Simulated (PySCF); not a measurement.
**Correlation energy of Hf (hafnium, neutral)**

[Xe] 4f14 5d2 6s2, high-spin 3F determinant. Calculation: PySCF 2.14, in def2-TZVPPD with the def2 core potential (60 electrons) (6s5p3d2f1g, 59 functions); scalar relativity through the core potential. Frozen: 5s2 5p6; 4 electrons correlated.

MP2 pair energies summed by pair of shells (mhartree):

```json
{"pair": "5d-6s", "energy": "-25.84", "share (%)": "53.8"}
{"pair": "6s-6s", "energy": "-18.52", "share (%)": "38.6"}
{"pair": "5d-5d", "energy": "-3.64", "share (%)": "7.6"}
```

Total MP2 correlation energy: -48.00 mhartree.

Same-spin part -11.61 and opposite-spin part -36.39 mhartree; SCS-MP2 scales them by 1/3 and 6/5 to -47.54 mhartree.
